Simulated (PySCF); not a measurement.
Compound: C2H6Cl2Si2.
Bonds: Si1–Si2, Si2–C3, C3–C4 (double), C4–Cl5, C4–Cl6. Hydrogens: H7, H8, H9 on Si1; H10, H11 on Si2; H12 on C3.

Method: PBE0-D3(BJ)/def2-SVP geometry optimisation, gas phase in PySCF.

Question: List the bond lengths, angles and torsions at this level.

Answer: 
```csv
bond,length (Å),order
Si1–Si2,2.354,single
Si2–C3,1.879,single
C3=C4,1.335,double
C4–Cl5,1.732,single
C4–Cl6,1.722,single
"Si1–H7, Si1–H8, Si1–H9",1.495,single
"Si2–H10, Si2–H11",1.496,single
C3–H12,1.094,single
```

Bonds in one row agree within 0.01 Å and their mean is given. Orders are formal, as drawn. A selection of angles:
```csv
angle,degrees
Si2–Si1–H7,109.6
Si2–Si1–H8,111.3
H7–Si1–H8,108.4
H7–Si1–H9,108.6
Si1–Si2–C3,110.9
Si1–Si2–H10,110.3
C3–Si2–H10,106.9
C3–Si2–H11,110.2
H10–Si2–H11,108.3
Si2–C3–C4,123.8
Si2–C3–H12,120.1
C4–C3–H12,116.0
C3–C4–Cl5,122.1
C3–C4–Cl6,124.2
Cl5–C4–Cl6,113.7
```

Torsions: Si1–Si2–C3–C4 -54° (synclinal); Si2–C3–C4–Cl5 0° (synperiplanar). The mirror-image conformer, all signs reversed, is as good.

Si2 (SiH2 silicon) is tetrahedral (angles from 106.9° to 110.9°). Si1 (SiH3 silicon) is tetrahedral (angles from 108.4° to 111.3°). Of the pairs four or more bonds apart, Si1···Cl5 is among the closest relative to their van der Waals radii: 3.56 Å, 93 % of the sum of Bondi's values.

Point group: C1 (no symmetry element, even within 0.4 Å). Whether it is a minimum is left open (no frequencies). One conformer, not necessarily the lowest.

The run took 94 s of wall time on Arm Neoverse V1, one thread, no GPU, shared host with 32 logical CPUs at a one-minute load of 26, and the process peaked at 0.52 GiB of memory. These figures are those of the optimisation.
